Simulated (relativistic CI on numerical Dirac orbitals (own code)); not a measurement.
Fe+ in a cubic cluster: 1s photoemission with charge transfer

Computed with a charge-transfer multiplet model of a cubic metal-ligand cluster with up to 2 ligand holes, Slater and spin-orbit integrals from Dirac-Coulomb-Breit ions, Slater integrals scaled by 0.8. The ground state mixes d7 with configurations of k ligand holes L, whose averages lie at kΔ + k(k − 1)U_dd/2; a core hole lowers each added d electron by U_cd. 300 K, Lorentzian 1.1 eV and Gaussian 0.6 eV FWHM.

Atomic integrals in eV (Slater integrals scaled, ζ unscaled), ground: F2dd 7.751, F4dd 4.773, zeta_d 0.042; with the core hole: F2dd 9.294, F4dd 5.770, zeta_d 0.065, G2cd 0.048.

Cluster parameters (eV): Δ = 5.3, U_dd = 6.4, U_cd = 7.4, 10Dq = 0.25, 10Dq(ligand) = 0.9, final-state hopping factor = 1.

Weights, n_d and S are thermal averages at 300 K. Binding energies count from the first peak over 30 % of the highest in each spectrum, which can be another peak from case to case. The parameters are a model scan and need not match a compound or its usual spin state. Peaks in eV (height, largest 100): 0.0 (100), 3.7 (76).

(1) Which parameters give this spectrum?
A. V(eg) = 1.8 eV, V(t2g) = -0.98 eV
B. V(eg) = 0.6 eV, V(t2g) = -0.33 eV
C. V(eg) = 1.5 eV, V(t2g) = -0.82 eV
D. V(eg) = 2.4 eV, V(t2g) = -1.31 eV
E. V(eg) = 1.2 eV, V(t2g) = -0.66 eV

Results:

(1) E. V(eg) = 1.2 eV, V(t2g) = -0.66 eV; the ground state then has 7.07 d electrons and S = 1.50. The choice follows from running the model for each set and comparing peak positions and heights.
